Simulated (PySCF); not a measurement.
**How methods differ on the ionisation energy of Sb**

Sb [Kr] 4d10 5s2 5p3 (4S) → Sb+ [Kr] 4d10 5s2 5p2 (3P), as a difference of total energies. Calculation: PySCF 2.14, in dyall-av2z (22s16p12d, 130 functions); the non-relativistic Hamiltonian (point nucleus). Correlated levels: valence: [Kr] 4d10 frozen; virtual orbitals above 40 to 60 times the deepest correlated orbital energy dropped. The calculations carry no spin-orbit coupling.

```json
{"method": "UHF", "ionisation energy (eV)": "8.637"}
{"method": "MP2 (valence)", "ionisation energy (eV)": "8.960"}
{"method": "SCS-MP2 (valence)", "ionisation energy (eV)": "8.848"}
{"method": "CCSD (valence)", "ionisation energy (eV)": "8.914"}
{"method": "CCSD(T) (valence)", "ionisation energy (eV)": "8.925"}
```

Question: How much does correlation contribute at CCSD(T) (valence)?

Answer: 8.925 − (8.637) = 0.288 eV, measured against UHF.

These non-relativistic numbers lack the scalar-relativistic shift.

For comparison: 9.124 eV (measured; NIST levels, between the centres of gravity of the two terms).
